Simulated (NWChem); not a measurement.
System: C₂H₄BNO; SMILES C#CB(N)O

```xyz
9

C     -0.0154    -2.2903     0.0000
C     -0.0212    -1.0767     0.0000
B      0.0159     0.4673     0.0000
N     -1.1781     1.2098     0.0000
O      1.2137     1.1507     0.0000
H     -0.0178    -3.3576     0.0000
H     -2.0921     0.7852     0.0000
H     -1.1787     2.2202     0.0000
H      1.9653     0.5436     0.0000
```
Atoms are numbered in this order, from 1.

All runs: NWChem. All runs use the structure optimised with B3LYP/6-31G* (spherical d).

**Question.** Among these, which level gives the highest value of “dipole (D)”?
A) B3LYP/def2-TZVP
B) Hartree-Fock/def2-TZVP
C) CAM-B3LYP/def2-TZVP
D) LDA (Slater exchange, VWN5)/def2-TZVP

**Answer.** B, Hartree-Fock/def2-TZVP. Values: LDA (Slater exchange, VWN5)/def2-TZVP 0.80; B3LYP/def2-TZVP 0.87; CAM-B3LYP/def2-TZVP 0.91; Hartree-Fock/def2-TZVP 1.11
